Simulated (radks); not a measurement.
Results of a calculation; reference values are marked as such.
Problem. Ionisation of the oxygen ion O+, [He] 2s2 2p3, to [He] 2s2 2p2 as the strength of local exchange is varied. Level of theory: scalar-relativistic Kohn-Sham, Slater X-alpha exchange (alpha = 2/3 is LDA exchange), no correlation, spin-polarised, spherical densities, finite nucleus; open shells are filled with parallel spins first; Fermi nuclear charge, rms radius 2.6991 fm (a radial shooting solver on a logarithmic mesh with Libxc functionals).

alpha  E(O+) (hartree)  exchange (hartree)  IE (eV)  -e of the level emptied (eV)  <r> of it (bohr)
0.667        -73.61512            -7.03713   34.391                   25.350 (2p)             1.089
0.695        -73.91102            -7.35636   35.067                   25.981 (2p)             1.081
0.76         -74.60165            -8.10475   36.662                   27.473 (2p)             1.063
0.839        -75.44797            -9.02813   38.647                   29.340 (2p)             1.043
0.87         -75.78215            -9.39459   39.439                   30.088 (2p)             1.035
0.991        -77.09774           -10.84718   42.609                   33.091 (2p)             1.006
1.021        -77.42667           -11.21280   43.413                   33.856 (2p)            0.9986
x            -75.91182            -9.53707   39.748                   30.379 (2p)             1.032

Which alpha was used in the last row?

Solution. alpha = 0.882. NIST Atomic Spectra Database: 35.121 eV (measured). The Delta-SCF value meets it near alpha = 0.70. Open shells are spherical and high-spin; term and fine-structure splittings are not resolved.
